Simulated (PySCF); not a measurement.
Identify the unknown among the candidates.

All candidates are C8H7F.

* Rotational structure: rotational constants A, B, C: 4.060, 1.194, 0.985 GHz [GFN2-xTB]
* Triplet: lowest triplet excitation (Tamm–Dancoff): 2.66 eV [TDA CAM-B3LYP/def2-SVPD]
* UV, first state: lowest singlet excitation: 4.81 eV (258 nm, f = 0.337) [TDDFT CAM-B3LYP/def2-SVPD]
* Polarisability: 88.5 au [CAM-B3LYP/def2-SVPD]
* Dipole: 1.19 D [CAM-B3LYP/def2-SVPD]

The electronic properties come from PySCF, for the isolated species, density fitting. Levels stand in brackets. The structure is a single GFN2-xTB conformer in the gas phase; no vibrational or solvent corrections.

Question: Which candidate is it?
A. `C=C1C=C/C1=C/C=C/F`
B. `C#C/C(F)=C/C=C/C=C`
C. `F/C=C\C1=C[C@@H]2[C@@H]3[C@H]1[C@H]23`

Answer: C. It is `F/C=C\C1=C[C@@H]2[C@@H]3[C@H]1[C@H]23`. Numbering: `[F:1]/[CH:2]=[CH:3]\[C:4]1=[CH:5][C@@H:6]2[C@@H:7]3[C@H:8]1[C@H:9]23`. Its formula, C8H7F, gives 5 degrees of unsaturation: 3 rings and 2 π bonds in the structure found. The optimised geometry has point group Cs and is an asymmetric top.

The others, at the same levels:
- `C#C/C(F)=C/C=C/C=C` fails: its computed lowest singlet excitation is 4.31 eV (287 nm, f = 1.335) (against 4.81 eV), lowest triplet excitation (Tamm–Dancoff) is 2.19 eV (against 2.66 eV) and static isotropic polarisability is 128.7 au (against 88.5 au).
- `C=C1C=C/C1=C/C=C/F` fails: its computed lowest singlet excitation is 4.63 eV (268 nm, f = 0.186) (against 4.81 eV), static isotropic polarisability is 107.4 au (against 88.5 au) and smallest rotational constant is 0.649 GHz (against 0.985 GHz).

Each candidate is one conformer, not necessarily the lowest. The conformers computed, where there is a choice (atom-mapped SMILES and torsion angles):
- `[CH:1]#[C:2]/[C:3]([F:4])=[CH:5]/[CH:6]=[CH:7]/[CH:8]=[CH2:9]`: C3–C5–C6–C7 180°, C6–C7–C8–C9 180°
- `[CH2:1]=[C:2]1[CH:3]=[CH:4]/[C:5]1=[CH:6]/[CH:7]=[CH:8]/[F:9]`: C5–C6–C7–C8 180°

The conformers of `F/C=C\C1=C[C@@H]2[C@@H]3[C@H]1[C@H]23` aren't listed.
